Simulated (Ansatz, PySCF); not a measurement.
C$_{2}$H$_{5}$AlBrCl, singlet, at a GFN2-xTB geometry (such geometries of metal compounds can be far from the true shape), atoms displaced at random by about 0.03 Å a coordinate. Base run: PySCF with B3LYP/STO-3G, gradient.

The PySCF input:
```python
from pyscf import gto, scf, dft

mol = gto.M(
    atom='''
Al   -0.222605   -0.321958   -0.221394
Cl   -0.550067   -1.955568    1.024294
Br    0.981247    1.435508    0.665678
C    -0.888889   -0.079529   -2.035641
C    -1.612864   -1.299057   -2.537750
H     0.008673    0.106057   -2.743216
H    -1.490108    0.861399   -2.121978
H    -2.549773   -1.413165   -1.918963
H    -1.022973   -2.216704   -2.562997
H    -1.970907   -1.178439   -3.564142
''',
    basis='sto-3g',
    charge=0,
    spin=0,
    verbose=4,
)

mf = dft.RKS(mol)
mf.xc = 'b3lyp'
mf.kernel()
g = mf.nuc_grad_method()
grad = g.kernel()
```

Programs used: Ansatz (an electronic-structure program), PySCF; a row that names a program was run with it.

The coordinate followed is z of atom 5.

The base run was repeated with changes; each row names its change, and settings that it needs were set with it.

```json
[
 {"change": "base", "dE/dx (Eh/bohr)": "0.003064", "net force (Eh/bohr)": "0.000129"},
 {"change": "finite difference step (bohr) = 0.01; conv_tol = 1e-11", "dE/dx (Eh/bohr)": "0.003031", "net force (Eh/bohr)": "-"},
 {"change": "grid_response = on", "dE/dx (Eh/bohr)": "0.003049", "net force (Eh/bohr)": "0.000000"},
 {"change": "code = ansatz", "dE/dx (Eh/bohr)": "0.003062", "net force (Eh/bohr)": "0.000000"},
 {"change": "grids.level = 0; grid_response = on", "dE/dx (Eh/bohr)": "0.001738", "net force (Eh/bohr)": "0.000000"},
 {"change": "finite difference step (bohr) = 0.2; conv_tol = 1e-11", "dE/dx (Eh/bohr)": "-0.003939", "net force (Eh/bohr)": "-"},
 {"change": "conv_tol = 1e-6", "dE/dx (Eh/bohr)": "0.003070", "net force (Eh/bohr)": "0.000129"},
 {"change": "grids.level = 5; grid_response = off", "dE/dx (Eh/bohr)": "0.003062", "net force (Eh/bohr)": "0.000038"},
 {"change": "grids.level = 1; grid_response = off", "dE/dx (Eh/bohr)": "0.003101", "net force (Eh/bohr)": "0.000891"},
 {"change": "conv_tol = 1e-11", "dE/dx (Eh/bohr)": "0.003064", "net force (Eh/bohr)": "0.000129"},
 {"change": "finite difference step (bohr) = 1e-3; conv_tol = 1e-11", "dE/dx (Eh/bohr)": "0.003049", "net force (Eh/bohr)": "-"},
 {"change": "conv_tol = 1e-4", "dE/dx (Eh/bohr)": "0.003045", "net force (Eh/bohr)": "0.000129"}
]
```

The net force is zero for an exact gradient.
